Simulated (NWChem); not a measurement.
Molecule: hydrogen selenide (H$_{2}$Se); SMILES [SeH2]

All runs: NWChem. All runs use the structure optimised with B3LYP/6-31G* (spherical d). Ions are spin-unrestricted doublets at the neutral geometry; other ion states weren't tried.

For level B3LYP/def2-SVP:

- −ε(HOMO) (eV) = 6.62

### Question
How do the values read with level PBE/def2-SVP instead?

### Answer
| Quantity | Result |
|---|---|
| −ε(HOMO) (eV) | 5.65 |
